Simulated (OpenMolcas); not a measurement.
Tc5+ (d2) among equal point charges was computed by CASSCF with the d shell active (OpenMolcas, ANO-RCC-VDZP on the metal). Its lowest spin-free states, and all those of the highest spin:

```tsv
2S+1	Degeneracy	E (cm-1)
3	3	0.0
3	3	3545
3	1	7767
1	3	13413
1	2	14189
3	3	16979
1	3	20713
1	3	22500
1	1	22687
1	2	24257
1	1	50798
```

Task: Is the site octahedral, tetrahedral or cube-like, axial, or of lower symmetry?

Result: The states with 2S+1 = 3 have orbital degeneracies 3, 3, 1, 3. Threefold states need a cubic site. For d2 at this spin an octahedron puts the threefold T1 below the threefold T2 and a tetrahedron or cube puts the single A2 below the threefold T2, so the site is octahedral. The run had Tc5+ among 6 point charges of -1.7 e arranged as an octahedron (Oh), 2.2 Å from the ion.

An orbital triplet at a regular site is open to Jahn-Teller coupling, which can distort the site and quench the lowest spin-orbit gaps and is left out. Without dynamic correlation the repulsion within the d shell is too large (B by tens of per cent), so at a given field states of lower spin stand too high. This field is weak: 10Dq is about 4263 cm-1, while octahedral complexes of 4d ions of charge 3 and more, computed by the same method with explicit ligands, had a median near 25000 cm-1. Ground spin and moment need not be those of a real site. This is an electrostatic model: the charges have no orbitals. No measured value stands beside these numbers.
